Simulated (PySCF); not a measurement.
1,3-thiazol-4-ylsilane (C3H5NSSi), SMILES [SiH3]c1ncsc1. Heavy atoms are numbered as in [SiH3:1][c:2]1[cH:3][s:4][cH:5][n:6]1. Hydrogens are named by the atom that carries them.

Geometry: TPSSh-D3(BJ)/def2-SVP.

These are PBE/pcSseg-1 in PySCF values and carry that method's errors.

GIAO shieldings, no solvent; atoms alike by connectivity are averaged. δ = σ(ref) − σ: ²⁹Si against TMS (σ = 335.4 ppm); ¹³C against TMS (σ = 182.0 ppm); ³³S against H2S (σ = 706.5 ppm); ¹⁵N against NH3 (σ = 267.0 ppm); ¹H against TMS (σ = 31.49 ppm), references at their B3LYP-D3(BJ)/def2-TZVP geometries, non-relativistic.

```tsv
nucleus	atoms	count	δ (ppm)
²⁹Si	Si1 (SiH3)	1	-79.9
¹³C	C5 (CH)	1	156.5
¹³C	C2	1	153.8
¹³C	C3 (CH)	1	137.3
³³S	S4	1	524.0
¹⁵N	N6	1	376.7
¹H	H on C5	1	8.71
¹H	H on C3	1	7.79
¹H	H on Si1	3	4.87
```
